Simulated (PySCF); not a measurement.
## Calculated data, B2H4OSi, B3H6Si, B2FH4Si, CH5BOSi and others

All values are calculated (PySCF 2.14.0). Calculation on a computer-drawn molecule: the log of a Hartree-Fock and frozen-core CCSD(T) single point meant for a local Hartree-Fock minimum, with one planted fault or none, to be diagnosed. Offsets are logged minus clean, where the clean run is the same molecule without the fault. The reference is restricted for singlets and unrestricted otherwise, and also for a bond in bohr or an excited solution. Adding or removing an electron swaps singlet and doublet. The excited solution moves the top pair (singlet) or top alpha electron (doublet) to the lowest empty orbital. Highest occupied and lowest empty are orbital energies over both spins, largest force is the largest gradient component, triples share is (T) over the correlation energy, the T1 limit is 0.02 restricted and 0.045 unrestricted, electrons count all cores, a negative frequency is imaginary (commonest isotopes), and the dipole is about the centre of nuclear charge.

Common to all runs: meant charge 0; meant basis cc-pV(D+d)Z; logged SCF converged yes; logged CC converged yes; logged SCF stable within its kind yes; possible faults no fault, one electron removed, one electron added, multiplicity raised by two, geometry at a saddle point, SCF held on an excited solution, minimal basis STO-3G, one bond length entered in bohr, all coordinates scaled.

(1) B2H4OSi

Logged structure:
```xyz
8
B2H4OSi
B     -1.4066     1.1631     1.4775
Si    -1.1547     0.4999    -0.4282
B      0.4868    -0.6323    -0.8262
O     -2.1520     0.8360    -1.5106
H     -2.0152     0.5157     2.2815
H     -0.9549     2.2155     1.8301
H      0.4536    -1.8259    -0.7244
H      1.5161    -0.1271    -1.1745
```

```
meant multiplicity                   : 1
logged electrons                     : 36
logged basis functions               : 85
logged spin squared                  : 2.0279
logged highest occupied              : -6.4983 eV
logged lowest empty                  : -0.27564 eV
logged largest force                 : 0.093237 hartree/bohr
logged T1 diagnostic                 : 0.069721
logged D1 diagnostic                 : 0.40214
logged triples share                 : 0.039808
logged dipole magnitude              : 0.42836 debye
logged energy HF                     : -415.34603 hartree
logged energy CCSD(T)                : -415.83931 hartree
planted fault                        : multiplicity raised by two
HF energy offset from clean run      : 48.92 kcal/mol
CCSD(T) energy offset from clean run : 48.5 kcal/mol
```

Drawn bonds:
```tsv
atom	other atom	order
1	2	1
2	3	1
2	4	2
1	5	1
1	6	1
3	7	1
3	8	1
```

Notes: T1 above single-reference limit.

(2) B3H6Si

Logged structure:
```xyz
10
B3H6Si
B     -0.0382    -2.9044    -2.5503
Si     0.1031    -1.2013    -1.4888
B     -0.1973    -1.2283     0.5004
B      0.5444     0.5286    -2.4161
H     -0.3042    -3.9451    -2.0150
H      0.1413    -2.9092    -3.7368
H     -0.4649    -2.2499     1.0704
H     -0.1142    -0.2235     1.1513
H      0.6321     1.5546    -1.7997
H      0.7273     0.5644    -3.6016
```

```
meant multiplicity                   : 2
logged electrons                     : 36
logged basis functions               : 95
logged spin squared                  : 0
logged highest occupied              : -1.8201 eV
logged lowest empty                  : 6.1579 eV
logged largest force                 : 0.026342 hartree/bohr
logged T1 diagnostic                 : 0.018017
logged D1 diagnostic                 : 0.069741
logged triples share                 : 0.038794
logged dipole magnitude              : 0.0003029 debye
logged energy HF                     : -366.4134 hartree
logged energy CCSD(T)                : -366.86436 hartree
planted fault                        : one electron added
HF energy offset from clean run      : -24.2 kcal/mol
CCSD(T) energy offset from clean run : -54.37 kcal/mol
```

Drawn bonds:
```tsv
atom	other atom	order
1	2	1
2	3	1
2	4	1
1	5	1
1	6	1
3	7	1
3	8	1
4	9	1
4	10	1
```

(3) B2FH4Si

Logged structure:
```xyz
8
B2FH4Si
B     -0.3394    -2.6980     0.6300
Si     0.6554    -0.8645     0.8605
B      0.6197     0.7996    -0.4176
F      1.6268    -0.7052     2.2821
H     -1.0652    -2.8477    -0.4101
H     -0.2404    -3.6426     1.4803
H      1.2704     1.8676    -0.1704
H     -0.0886     0.7136    -1.4768
```

```
meant multiplicity                   : 2
logged electrons                     : 37
logged basis functions               : 85
logged spin squared                  : 0.7648
logged highest occupied              : -8.3446 eV
logged lowest empty                  : -0.1215 eV
logged largest force                 : 0.043666 hartree/bohr
logged T1 diagnostic                 : 0.02065
logged D1 diagnostic                 : 0.093621
logged triples share                 : 0.026036
logged dipole magnitude              : 2.0435 debye
logged energy HF                     : -440.0232 hartree
logged energy CCSD(T)                : -440.51969 hartree
planted fault                        : all coordinates scaled, by +6.6 %
HF energy offset from clean run      : 16.15 kcal/mol
CCSD(T) energy offset from clean run : 12.04 kcal/mol
```

Drawn bonds:
```tsv
atom	other atom	order
1	2	1
2	3	1
2	4	1
1	5	1
1	6	1
3	7	1
3	8	1
```

(4) CH5BOSi

Logged structure:
```xyz
9
CH5BOSi
B     -1.5729    -1.6860     1.2332
Si     0.0822    -0.4828     0.3817
C      1.2120    -1.4607    -1.0031
O      0.3377     1.0705     0.8615
H     -1.3981    -2.4103     2.3115
H     -2.7634    -1.6839     0.6848
H      1.7053    -2.4404    -0.5207
H      2.0790    -0.7558    -1.4225
H      0.5281    -1.8241    -1.9175
```

```
meant multiplicity                   : 1
logged electrons                     : 38
logged basis functions               : 90
logged spin squared                  : 0
logged highest occupied              : -10.458 eV
logged lowest empty                  : 0.71462 eV
logged largest force                 : 0.1154 hartree/bohr
logged T1 diagnostic                 : 0.025054
logged D1 diagnostic                 : 0.092087
logged triples share                 : 0.036363
logged dipole magnitude              : 5.1786 debye
logged energy HF                     : -429.17577 hartree
logged energy CCSD(T)                : -429.76095 hartree
planted fault                        : all coordinates scaled, by +9.4 %
HF energy offset from clean run      : 40.09 kcal/mol
CCSD(T) energy offset from clean run : 24.82 kcal/mol
```

Drawn bonds:
```tsv
atom	other atom	order
1	2	1
2	3	1
2	4	2
1	5	1
1	6	1
3	7	1
3	8	1
3	9	1
```

Notes: T1 above single-reference limit.

(5) CH6BOSi

Logged structure:
```xyz
10
CH6BOSi
B      0.1463    -0.0715     2.1715
Si     0.2750    -0.4169     0.3039
C     -0.6677    -1.7014    -0.6786
O      1.2814     0.4242    -0.6837
H     -0.6206    -0.7430     2.8074
H      0.8046     0.7826     2.6930
H     -1.2680    -1.2358    -1.4663
H     -1.3390    -2.2574    -0.0211
H      0.0130    -2.4138    -1.1548
H      1.3451     0.0483    -2.4284
```

```
meant multiplicity                   : 2
logged electrons                     : 39
logged basis functions               : 95
logged spin squared                  : 1.4122
logged highest occupied              : -9.0099 eV
logged lowest empty                  : 0.19157 eV
logged largest force                 : 0.054028 hartree/bohr
logged T1 diagnostic                 : 0.072586
logged D1 diagnostic                 : 0.42167
logged triples share                 : 0.03283
logged dipole magnitude              : 3.355 debye
logged energy HF                     : -429.70393 hartree
logged energy CCSD(T)                : -430.27201 hartree
planted fault                        : one bond length entered in bohr, row 9 of the drawn bonds
HF energy offset from clean run      : 87.27 kcal/mol
CCSD(T) energy offset from clean run : 86.14 kcal/mol
```

Drawn bonds:
```tsv
atom	other atom	order
1	2	1
2	3	1
2	4	1
1	5	1
1	6	1
3	7	1
3	8	1
3	9	1
4	10	1
```

Notes: T1 above single-reference limit.
